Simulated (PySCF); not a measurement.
**How methods differ on the interval between two levels of Zr²⁺**

Zr²⁺ [Kr] 4d2 [3F4, M_J = 4] → Zr²⁺ [Kr] 4d1 5p1 [3F4, M_J = 4], as a difference of total energies. Calculation: PySCF 2.14, in x2c-SVPall-2c with one added diffuse shell each of s, p, d type (7s9p7d1f, 76 functions); the two-component X2C-1e Hamiltonian. Correlated levels: [Ar] 3d10 frozen; the 6 highest virtual spinors dropped. "Screened" scales the spin-orbit matrix elements by Boettger's factors to mimic the two-electron term; Breit and QED terms are absent.

```tsv
method	interval between two levels (cm⁻¹)
GHF (spin-free)	53209
GMP2 (spin-free)	52487
GHF (screened spin-orbit)	53678
GMP2 (screened spin-orbit)	52986
```

The labels give the starting determinants; with spin-orbit coupling the two ends relaxed to ⟨J²⟩ = 20.01, ⟨L²⟩ = 12.02, ⟨S²⟩ = 2.01 and ⟨J²⟩ = 20.00, ⟨L²⟩ = 12.01, ⟨S²⟩ = 2.01.
